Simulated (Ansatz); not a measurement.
ZrF₃Cl, SMILES [F][Zr]([Cl])([F])[F], multiplicity 1.

Coordinates come from a r2SCAN-D4/def2-SVP optimisation. The spin state was assumed, not searched. The structure was generated by enumeration; whether it is a known compound was not checked. The def2 effective core potentials stand for the cores of Zr; spin–orbit coupling is left out.

Two levels are set side by side: PBE/def2-SVPD (Ansatz, a program for electronic structure) and CAM-B3LYP/def2-SVPD (Ansatz). Energy differences of separate SCF runs at the same geometry; the states with an electron removed or added have multiplicity 2 and 2. Differences are taken from unrounded values.

```tsv
quantity	CAM-B3LYP
vertical ionisation energy (eV)	12.71
vertical singlet–triplet gap (eV)	6.80
```

Problem. What does PBE give, and how far is it from CAM-B3LYP? (The exact figures need the calculation; the answer reports its results.)

Solution. 
```
quantity                             PBE  PBE minus CAM-B3LYP
---------------------------------  -----  -------------------
vertical ionisation energy (eV)    12.31                -0.40
vertical singlet–triplet gap (eV)   6.70                -0.10
```
